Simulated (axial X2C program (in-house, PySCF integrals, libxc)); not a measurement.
What spin–orbit coupling does to LiSb

All values were computed with an in-house relativistic program for diatomic molecules. Spin-free means the one-electron spin-free X2C Hamiltonian; two-component (2c) means X2C with spin–orbit coupling and atomic mean-field two-electron Coulomb and Gaunt terms, so the difference of the two also holds small scalar two-electron terms. Basis: Sb dyall-cv3z [11s12p8d4f1g], Li dyall-cv3z [7s8p2d] (cores contracted in-house); Gaussian nuclei, density fitting, unrestricted open shells. Masses: Sb 120.904 u, Li 7.016 u.

Spin-free state: M_S = 1, Λ = 0 (beyond evenly filled blocks: π+α, π-α); fragments Sb + Li.

```csv
level,Re (Å),ωe (cm⁻¹),De (eV),μ (D)
PBE0,2.612,399.3,1.562,6.45
HF,2.648,395.5,0.630,7.22
CCSD,2.647,390.2,1.387,n/a
CCSD(T),2.650,388.2,1.431,n/a
BLYP,2.633,379.6,1.676,5.88
```

Correlated methods: 6 electrons correlated (number of frozen shells: Sb 4 s, 3 p, 2 d; Li 1 s), 232 virtual spin orbitals or spinors in MP2, 70 natural virtuals in coupled cluster.

Dipoles are positive if Li is the positive end.

Two-component determinant lowest at the distance of the search:

Ω = 1 (⟨Sz⟩ = 0.96, ⟨Lz⟩ = 0.04 at HF); fragments Sb + Li.

```json
{"level": "PBE0", "Re (Å)": "2.609", "ωe (cm⁻¹)": "397.6", "De (eV)": "1.534", "μ (D)": "6.45"}
{"level": "HF", "Re (Å)": "2.642", "ωe (cm⁻¹)": "393.9", "De (eV)": "0.632", "μ (D)": "7.23"}
{"level": "CCSD", "Re (Å)": "2.643", "ωe (cm⁻¹)": "389.5", "De (eV)": "1.370", "μ (D)": "n/a"}
{"level": "CCSD(T)", "Re (Å)": "2.645", "ωe (cm⁻¹)": "387.6", "De (eV)": "1.414", "μ (D)": "n/a"}
{"level": "BLYP", "Re (Å)": "2.630", "ωe (cm⁻¹)": "377.2", "De (eV)": "1.623", "μ (D)": "5.87"}
```

Problem. From the two tables, how do the constants change at the CCSD(T) level (2c against spin-free)?

Solution. At the CCSD(T) level Re falls by 0.005 Å and ωe drops by 0.6 cm⁻¹; De changes by -0.017 eV.

One determinant describes the state; a PBE0 search over occupations chose it and may have missed a lower one. De is counted from the lowest determinant-based energies of the atoms at the same level, without counterpoise correction. Density functionals use the spin component along the axis (collinear). CCSD and (T) use frozen natural virtuals with an MP2 correction for the truncation; (T) itself is uncorrected, so its De runs slightly low. PBE0 can misorder states that lie within some tenths of an eV, so this need not be the ground state of the molecule. The nearest other spin-free determinant of the search, M_S = 0, Λ = 2, lies 0.76 eV up at the distance of the search. With several unpaired electrons one determinant need not be a pure state. Open-shell Ω = 0 determinants with evenly filled partner blocks cannot be reached by this program, so the Ω shown need not be the lowest component. This is the Ω = 1 component of a π² triplet; the 0⁺ component is not one determinant and can lie lowest. The determinant is spin-polarised beyond a pure state at some levels (its spin-free form has ⟨S²⟩ too high), which makes Re and μ there less reliable. The stretched end of a curve changes character and is left out. With the outer-core shells frozen, correlated bond lengths of heavy atoms tend to come out a few hundredths of an ångström too long.
